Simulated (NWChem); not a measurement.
# InH2O2I; SMILES [OH][In]([I])[OH]

```xyz
6

In    -0.0049    -1.0116     0.0000
I     -0.0048     1.6390     0.0000
O     -1.7200    -2.0102     0.0000
H     -1.5583    -2.9623     0.0000
O      1.6692    -2.0899     0.0000
H      2.4611    -1.5388     0.0000
```
Atoms are numbered in this order, from 1.

Computed with NWChem. Medium grid unless said otherwise, to which SCAN and Minnesota functionals are sensitive. Coordinates come from a PBE0/def2-SVP optimisation. def2 effective core potentials on In, I; no spin-orbit coupling.

Task: Order these by “orbital gap (eV)”, lowest first: LC-wPBE (HJS exchange hole, range parameter 0.4 per bohr)/def2-SVP; M06-2X/def2-SVP; B3PW91/def2-SVP; PBE/def2-SVP.

Result: PBE/def2-SVP (3.55), B3PW91/def2-SVP (5.18), M06-2X/def2-SVP (7.63), LC-wPBE (HJS exchange hole, range parameter 0.4 per bohr)/def2-SVP (10.43)
